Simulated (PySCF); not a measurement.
SMILES CCc1ccc(OC)cc1, GFN2-xTB optimised geometry.

```
22

C      1.72     3.44     1.50
C      1.49     3.01     0.05
C      0.72     1.72     0.00
C     -0.67     1.72     0.00
C     -1.38     0.54     0.00
C     -0.71    -0.69    -0.01
O     -1.51    -1.80    -0.01
C     -0.89    -3.06    -0.02
C      0.68    -0.70     0.00
C      1.38     0.50     0.00
H      2.28     2.68     2.04
H      0.77     3.58     2.01
H      2.27     4.37     1.54
H      0.94     3.79    -0.47
H      2.46     2.88    -0.44
H     -1.20     2.66     0.00
H     -2.46     0.53    -0.01
H     -0.27    -3.21    -0.91
H     -1.70    -3.79    -0.02
H     -0.28    -3.22     0.88
H      1.23    -1.63    -0.01
H      2.46     0.47     0.00
```

Density from PySCF with B3LYP/def2-SVP at that geometry.

Minimum of the electron density along straight lines between bonded atoms, close to the bond critical point (lines longer than 1.1 times the sum of covalent radii, or with two minima, are not listed):

| bond | length / Å | ρ at the minimum / e bohr⁻³ | ∇²ρ there / e bohr⁻⁵ | position (fraction from the first atom) |
|---|---|---|---|---|
| C1–C2 | 1.530 | (withheld) | -0.55 | 0.50 |
| C2–C3 | 1.502 | 0.257 | (withheld) | 0.49 |
| C3–C4 | 1.391 | 0.311 | -0.79 | 0.50 |
| C4–C5 | 1.378 | 0.316 | -0.82 | 0.50 |
| C5–C6 | 1.395 | 0.312 | -0.82 | 0.48 |
| C6–O7 | 1.365 | 0.282 | -0.34 | 0.34 |
| O7–C8 | 1.405 | 0.258 | (withheld) | 0.66 |
| C6–C9 | 1.389 | 0.312 | -0.80 | 0.52 |
| C3–C10 | 1.386 | 0.314 | -0.80 | 0.50 |
| C9–C10 | 1.385 | 0.312 | -0.80 | 0.50 |
| C1–H11 | 1.088 | 0.278 | -1.02 | 0.62 |
| C1–H12 | 1.088 | 0.278 | -1.02 | 0.62 |
| C1–H13 | 1.088 | 0.277 | -1.01 | 0.62 |
| C2–H14 | 1.092 | 0.277 | -1.00 | 0.62 |
| C2–H15 | 1.092 | 0.277 | -1.00 | 0.62 |
| C4–H16 | 1.081 | 0.283 | -1.07 | 0.63 |
| C5–H17 | 1.079 | 0.284 | -1.08 | 0.63 |
| C8–H18 | 1.095 | 0.280 | -1.06 | 0.63 |
| C8–H19 | 1.089 | 0.285 | -1.11 | 0.64 |
| C8–H20 | 1.095 | 0.280 | -1.06 | 0.63 |
| C9–H21 | 1.079 | 0.283 | -1.06 | 0.63 |
| C10–H22 | 1.081 | 0.283 | -1.07 | 0.63 |

Problem. Fill in the missing entries.

Solution. 
- C1–C2, ρ at the minimum / e bohr⁻³: 0.242
- C2–C3, ∇²ρ there / e bohr⁻⁵: -0.61
- O7–C8, ∇²ρ there / e bohr⁻⁵: -0.38
